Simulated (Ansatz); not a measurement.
Species: BNH5, net charge 0, doublet state. SMILES: [BH2-][NH3+]
Coordinates optimised at B3LYP-D3(BJ)/def2-TZVP (Ansatz, an electronic-structure program):
```
N
H 1 1.0160
H 1 1.0160 2 107.50
H 1 1.0259 2 107.16 3 114.90
B 1 1.6174 2 110.12 3 -119.97
H 5 1.1945 1 110.53 2 -50.11
H 5 1.1945 6 124.23 1 135.06
```
Charge 0, spin multiplicity 2.

Wanted: atomisation energy, in kcal/mol. Set-up: dispersion terms only where a functional's name holds one; non-relativistic; UHF or UKS for open shells; six Cartesian d functions in 6-31G* and its kin unless marked 5d; valence correlation only; atomisation electronic, to ground-state atoms; no spin-orbit coupling. CBS marks a two-point X^-3 extrapolation of the correlation energy; Hartree-Fock from the larger set. The bracket is a focal-point correction in the basis named. First-principles rows: single points at B3LYP-D3(BJ) geometries (Ansatz).

```
species              coefficient  E at B3LYP/6-31G* (Ansatz), Eh  E at PBE/def2-TZVPD (Ansatz), Eh
-------------------  -----------  ------------------------------  --------------------------------
[BH2-][NH3+] (BNH5)           -1                       -82.53812                         -82.45560
B atom                        +1                       -24.65435                         -24.61015
H atom                        +5                        -0.50027                          -0.49962
N atom                        +1                       -54.58449                         -54.53224
```

Coupled cluster (Ansatz) is a level with limits of its own, used here on species with T1 under 0.025 (0.045 for open shells) and stable references: RI-MP2/CBS(aug-cc-pVTZ,aug-cc-pVQZ)+[CCSD(T)-MP2]/aug-cc-pVTZ. Value to compare with, RI-MP2/CBS(aug-cc-pVTZ,aug-cc-pVQZ)+[CCSD(T)-MP2]/aug-cc-pVTZ (Ansatz): 503.3 kcal/mol. 1 Eh = 627.5095 kcal/mol.

Task: Compute it at each level from the table, and compare with RI-MP2/CBS(aug-cc-pVTZ,aug-cc-pVQZ)+[CCSD(T)-MP2]/aug-cc-pVTZ (Ansatz).

Result: 
- B3LYP/6-31G*: the sum of coefficient times E is 0.79793 Eh, or 500.71 kcal/mol. Result: 500.7 kcal/mol. Its difference against RI-MP2/CBS(aug-cc-pVTZ,aug-cc-pVQZ)+[CCSD(T)-MP2]/aug-cc-pVTZ (Ansatz) is -2.6 kcal/mol.
- PBE/def2-TZVPD: the sum of coefficient times E is 0.81511 Eh, or 511.49 kcal/mol. Result: 511.5 kcal/mol. Its difference against RI-MP2/CBS(aug-cc-pVTZ,aug-cc-pVQZ)+[CCSD(T)-MP2]/aug-cc-pVTZ (Ansatz) is 8.2 kcal/mol.
